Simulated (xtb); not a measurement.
H3S (SMILES [SH3+]), charge +1, singlet, geometry from GFN2-xTB; GFN1-xTB (xtb 6.7.1).

xtb was given this input:
```
$ xtb mol.xyz --gfn 1 --chrg 1 --grad --json

# file mol.xyz
4

S      0.00815214    -0.00667796     0.11475350
H     -0.52580220     1.06636048    -0.51777110
H      1.09132467    -0.05802782    -0.69808507
H     -0.69595671    -0.90148537    -0.62019990
```

Q: What does xtb print? Leave out banner, timings and long lists.

A: 
```
   ID    Z sym.   atoms
    1   16 S      1
    2    1 H      2-4

           -------------------------------------------------
          |                Calculation Setup                |
           -------------------------------------------------

           -------------------------------------------------
          |                 G F N 1 - x T B                 |
           -------------------------------------------------

          ...................................................
          :                      SETUP                      :
          :.................................................:
          :  # basis functions                  16          :
          :  # atomic orbitals                  15          :
          :  # shells                            9          :
          :  # electrons                         8          :
          :  # halogen bonds                     0          :
          :  max. iterations                   250          :
          :  Hamiltonian                  GFN1-xTB          :
          :  restarted?                      false          :
          :  GBSA solvation                  false          :
          :  PC potential                    false          :
          :  electronic temp.          300.0000000     K    :
          :  accuracy                    1.0000000          :
          :  -> integral cutoff          0.2500000E+02      :
          :  -> integral neglect         0.1000000E-07      :
          :  -> SCF convergence          0.1000000E-05 Eh   :
          :  -> wf. convergence          0.2000000E-04 e    :
          :  Broyden damping             0.4000000          :
          :  net charge                          1          :
          :  unpaired electrons                  0          :
          ...................................................

 iter      E             dE          RMSdq      gap      omega  full diag
   1     -4.8100054 -0.481001E+01  0.274E+00    8.79       0.0  T
   2     -4.8298788 -0.198735E-01  0.351E-01    8.94       1.0  T
   3     -4.8303177 -0.438871E-03  0.538E-02    8.92       1.0  T
   4     -4.8303169  0.851869E-06  0.184E-02    8.92       2.7  T
   5     -4.8303178 -0.964587E-06  0.160E-04    8.92     311.6  T
   6     -4.8303178 -0.905800E-10  0.169E-05    8.92    2964.0  T

   *** convergence criteria satisfied after 6 iterations ***

         :::::::::::::::::::::::::::::::::::::::::::::::::::::
         ::                     SUMMARY                     ::
         :::::::::::::::::::::::::::::::::::::::::::::::::::::
         :: total energy              -4.805917329914 Eh    ::
         :: gradient norm              0.037486375883 Eh/a0 ::
         :: HOMO-LUMO gap              8.917930718571 eV    ::
         ::.................................................::
         :: SCC energy                -4.830317830106 Eh    ::
         :: -> electrostatic           0.157754239424 Eh    ::
         :: repulsion energy           0.024896311533 Eh    ::
         :: dispersion energy         -0.000495811342 Eh    ::
         :: halogen bond corr.         0.000000000000 Eh    ::
         :: add. restraining           0.000000000000 Eh    ::
         :: total charge               1.000000000000 e     ::
         :::::::::::::::::::::::::::::::::::::::::::::::::::::

           -------------------------------------------------
          |                Property Printout                |
           -------------------------------------------------

    * Orbital Energies and Occupations

         #    Occupation            Energy/Eh            Energy/eV
      -------------------------------------------------------------
         1        2.0000           -1.2443621             -33.8608
         2        2.0000           -0.8702597             -23.6810
         3        2.0000           -0.8702597             -23.6810
         4        2.0000           -0.8411875             -22.8899 (HOMO)
         5                         -0.5134596             -13.9719 (LUMO)
         6                         -0.5134596             -13.9719
         7                         -0.4521980             -12.3049
         8                         -0.4117883             -11.2053
         9                         -0.4117883             -11.2053
        10                         -0.4115533             -11.1989
        11                         -0.3724708             -10.1354
        12                         -0.3724708             -10.1354
        13                         -0.1270298              -3.4567
        14                          0.1382892               3.7630
        15                          0.1382892               3.7630
      -------------------------------------------------------------
                  HL-Gap            0.3277279 Eh            8.9179 eV
             Fermi-level           -0.6773235 Eh          -18.4309 eV

  Mulliken/CM5 charges         n(s)   n(p)   n(d)
     1S     0.09904 -0.08948   1.930  3.981 -0.010
     2H     0.30032  0.36316   0.700  0.000  0.000
     3H     0.30032  0.36316   0.700  0.000  0.000
     4H     0.30032  0.36316   0.700  0.000  0.000

Wiberg/Mayer (AO) data.
largest (>0.10) Wiberg bond orders for each atom

 ---------------------------------------------------------------------------
     #   Z sym  total        # sym  WBO       # sym  WBO       # sym  WBO
 ---------------------------------------------------------------------------
     1  16 S    2.719 --     3 H    0.906     2 H    0.906     4 H    0.906
     2   1 H    0.909 --     1 S    0.906
     3   1 H    0.909 --     1 S    0.906
     4   1 H    0.909 --     1 S    0.906
 ---------------------------------------------------------------------------

Topologies differ in total number of bonds
Writing topology from bond orders to xtbtopo.mol

 dipole moment from electron density (au)
     X       Y       Z
  -0.0793   0.0650  -1.1168  total (Debye):    2.851

           -------------------------------------------------
          | TOTAL ENERGY               -4.805917329914 Eh   |
          | GRADIENT NORM               0.037486375883 Eh/α |
          | HOMO-LUMO GAP               8.917930718571 eV   |
           -------------------------------------------------

normal termination of xtb
```
